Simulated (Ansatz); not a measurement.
Pd4O3⁺. Charge 1, multiplicity 2. Geometry PBE-D4/def2-SVP; atoms count from 1.

Cartesian coordinates in Å:
```
Pd 1.4009 0.7328 0.1922
Pd -0.6541 -0.7737 1.2463
Pd 0.6892 -1.6033 -0.8975
Pd -0.9438 0.4918 -1.1739
O 0.9591 -0.0230 1.8986
O 0.6680 1.5710 -1.3661
O -2.1194 -0.3956 0.1004
```

In the def2 sets Pd takes a core potential; there is no spin–orbit coupling. The charge 1 doublet is spin-contaminated (final ⟨S²⟩ up to 1.43, 0.75 for a pure state). Another isomer (doublet) lies 0.11 eV lower at PBE0-D4/def2-TZVP; other spin states weren't run for this one.

Q: Estimate the Mulliken populations from the PBE0/def2-TZVP orbitals of Ansatz.

A: 
| atom | charge (e) | spin (α − β) | d electrons |
| --- | --- | --- | --- |
| Pd1 | 0.69 | 0.10 | 8.67 |
| Pd2 | 0.71 | 0.05 | 8.63 |
| Pd3 | 0.43 | -0.28 | 9.26 |
| Pd4 | 0.66 | 0.36 | 8.72 |
| O5 | -0.51 | -0.52 | – |
| O6 | -0.48 | 0.67 | – |
| O7 | -0.50 | 0.61 | – |
Mulliken values depend strongly on the basis.

Q: Where does the spin sit?

A: Summed by element: Pd 0.24, O 0.76, of 1 unpaired in all. Largest on single atoms: O6 0.67, O7 0.61, O5 -0.52.

Q: And the Mayer bond orders between heavy atoms (over 0.3)?

A: Pd1–Pd2 0.31 (2.76 Å); Pd1–Pd3 0.52 (2.67 Å); Pd1–Pd4 0.30 (2.72 Å); Pd1–O5 0.72 (1.92 Å); Pd1–O6 0.79 (1.92 Å); Pd2–Pd3 0.53 (2.66 Å); Pd2–O5 0.79 (1.90 Å); Pd2–O7 0.80 (1.90 Å); Pd3–Pd4 0.53 (2.67 Å); Pd4–O6 0.69 (1.95 Å); Pd4–O7 0.68 (1.95 Å).
